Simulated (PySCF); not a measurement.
Multinuclear NMR of C8H6Cl2O

Molfile (atoms numbered from 1):
```
C8H6Cl2O
     RDKit          3D

 17 17  0  0  0  0  0  0  0  0999 V2000
   -2.7050   -0.2554    0.2239 C   0  0  0  0  0  0  0  0  0  0  0  0
   -1.2269   -0.1345    0.0679 C   0  0  0  0  0  0  0  0  0  0  0  0
   -0.5644   -0.6744   -1.0298 C   0  0  0  0  0  0  0  0  0  0  0  0
    0.8028   -0.5613   -1.1722 C   0  0  0  0  0  0  0  0  0  0  0  0
    1.5575    0.1060   -0.2031 C   0  0  0  0  0  0  0  0  0  0  0  0
    3.0024    0.1855   -0.4210 C   0  0  0  0  0  0  0  0  0  0  0  0
    3.6116   -0.2595   -1.3414 O   0  0  0  0  0  0  0  0  0  0  0  0
    3.8894    1.0453    0.8498 Cl  0  0  0  0  0  0  0  0  0  0  0  0
    0.9129    0.6543    0.9046 C   0  0  0  0  0  0  0  0  0  0  0  0
   -0.4572    0.5297    1.0266 C   0  0  0  0  0  0  0  0  0  0  0  0
   -1.2329    1.2186    2.4099 Cl  0  0  0  0  0  0  0  0  0  0  0  0
   -3.1423   -0.7970   -0.6097 H   0  0  0  0  0  0  0  0  0  0  0  0
   -3.1575    0.7337    0.2824 H   0  0  0  0  0  0  0  0  0  0  0  0
   -2.9421   -0.7766    1.1505 H   0  0  0  0  0  0  0  0  0  0  0  0
   -1.1389   -1.1918   -1.7836 H   0  0  0  0  0  0  0  0  0  0  0  0
    1.3072   -0.9834   -2.0276 H   0  0  0  0  0  0  0  0  0  0  0  0
    1.4764    1.1732    1.6631 H   0  0  0  0  0  0  0  0  0  0  0  0
  1  2  1  0
  2  3  1  0
  3  4  2  0
  4  5  1  0
  5  6  1  0
  6  7  2  0
  6  8  1  0
  5  9  2  0
  9 10  1  0
 10 11  1  0
 10  2  2  0
  1 12  1  0
  1 13  1  0
  1 14  1  0
  3 15  1  0
  4 16  1  0
  9 17  1  0
M  END
```

Calculated, not measured (PySCF 2.14.0 with density-fitted response routines): shielding tensors at PBE0/pcSseg-1 (GIAO), structure optimised with GFN2-xTB. Isolated molecule, single conformer, non-relativistic Hamiltonian, one averaged value for each set of equivalent atoms.

Task: What are the ¹⁷O shifts?

Result: 
```
atoms      environment  σ (ppm)  δ (ppm)
   O7  carbonyl oxygen   -227.2    473.7
```

Shieldings were converted by a linear fit to measured shifts: ¹⁷O (scatter 10.7 ppm rms, 12.2 ppm with the 3 outliers that the fit left out vs liquid water, solution or neat liquid). A few per cent of atoms miss by over 2 rms, more outside the fitted compound classes.

On a 500 MHz spectrometer ¹⁷O resonates near 67.8 MHz, so 1 ppm is 67.8 Hz.
